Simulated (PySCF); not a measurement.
This PySCF input asks for the NMR shieldings of `InChI=1S/C6H9BCl2O/c1-5(3-6(2)10)4-7(8)9/h1,3-4H2,2H3`; the geometry comes from GFN2-xTB.

```python
import basis_set_exchange as bse
import numpy as np
from pyscf import gto, dft
from pyscf.prop import nmr

atoms = """
C     0.662883   -1.551024   -1.000999
C     0.559118   -0.386161   -0.381408
C     1.573286    0.101880    0.617260
B     2.631445    1.148455    0.057480
Cl    2.446610    1.901995   -1.475779
Cl    4.013256    1.552927    0.997421
C    -0.613438    0.535919   -0.608038
C    -1.495318    0.457566    0.627191
C    -2.709131   -0.415060    0.477556
O    -1.206188    1.019246    1.653820
H     1.497073   -2.209078   -0.829332
H    -0.068078   -1.886107   -1.716709
H     2.095470   -0.750070    1.059062
H     1.029494    0.577911    1.443445
H    -0.248067    1.557811   -0.717388
H    -1.165064    0.240541   -1.498115
H    -3.375304    0.015203   -0.267745
H    -2.403121   -1.399549    0.129967
H    -3.234730   -0.503155    1.424851
"""
names = dict.fromkeys(["C", "B", "Cl", "O", "H"], "pcSseg-1")
basis = {el: gto.basis.parse(bse.get_basis(n, elements=[el], fmt="nwchem")) for el, n in names.items()}
mol = gto.M(atom=atoms, basis=basis, charge=0, verbose=0)
mf = dft.RKS(mol, xc="PBE0")
mf.grids.level = 2
mf.grids.alignment = dft.numint.BLKSIZE   # the property module wants whole blocks of grid points
mf.conv_tol = 1e-9
mf.kernel()

calc = nmr.RKS(mf)   # GIAO
C = mf.mo_coeff
Co = C[:, mf.mo_occ > 0]
resp = mf.gen_response(singlet=True, hermi=2)
def vind(x):   # induced exchange potential for any number of trial vectors
    d = np.einsum("pi,xij,qj->xpq", C, 2 * x.reshape(-1, C.shape[1], Co.shape[1]), Co, optimize=True)
    return np.einsum("xpq,pi,qj->xij", resp(d - d.transpose(0, 2, 1)), C, Co, optimize=True).ravel()
mo1, _ = nmr.rhf.solve_mo1(calc, with_cphf=vind)
sigma = calc.kernel(mo1)
for i, s in enumerate(sigma):   # ppm
    w = np.linalg.eigvalsh((s + s.T) / 2)
    print("%2d %-2s iso %8.1f  s11 %8.1f  s22 %8.1f  s33 %8.1f" % (i, mol.atom_pure_symbol(i), w.mean(), *w))
```

**Question.** What are the results?

**Answer.** 
```
 0 C  iso     67.5  s11    -35.2  s22     93.0  s33    144.7
 1 C  iso     35.7  s11    -85.2  s22     36.8  s33    155.7
 2 C  iso    147.0  s11    130.5  s22    139.1  s33    171.6
 3 B  iso     37.4  s11     -7.8  s22     32.9  s33     87.1
 4 Cl iso    670.3  s11    375.8  s22    717.4  s33    917.7
 5 Cl iso    669.4  s11    380.1  s22    738.5  s33    889.7
 6 C  iso    130.9  s11    110.6  s22    132.7  s33    149.4
 7 C  iso    -24.0  s11   -105.8  s22    -65.3  s33     99.1
 8 C  iso    155.8  s11    130.9  s22    144.9  s33    191.6
 9 O  iso   -330.4  s11   -913.2  s22   -404.2  s33    326.2
10 H  iso     26.7  s11     23.7  s22     25.0  s33     31.2
11 H  iso     26.5  s11     23.3  s22     25.6  s33     30.5
12 H  iso     29.3  s11     24.6  s22     30.6  s33     32.8
13 H  iso     28.3  s11     22.5  s22     29.4  s33     32.8
14 H  iso     28.7  s11     24.8  s22     29.3  s33     31.9
15 H  iso     28.3  s11     26.0  s22     28.0  s33     31.1
16 H  iso     29.6  s11     26.3  s22     28.9  s33     33.5
17 H  iso     28.9  s11     25.1  s22     30.4  s33     31.1
18 H  iso     29.9  s11     26.2  s22     27.9  s33     35.5
```

These numbers come from an equivalent density-fitted implementation of the same equations, which agrees with the script to about 0.01 ppm for H and up to a few tenths of a ppm for heavy atoms, so last digits may differ.

Size and cost of the density-fitted run: 229 basis functions, 76 s wall time on 1 thread of an Arm Neoverse V1, shared host; peak memory 0.96 GiB.
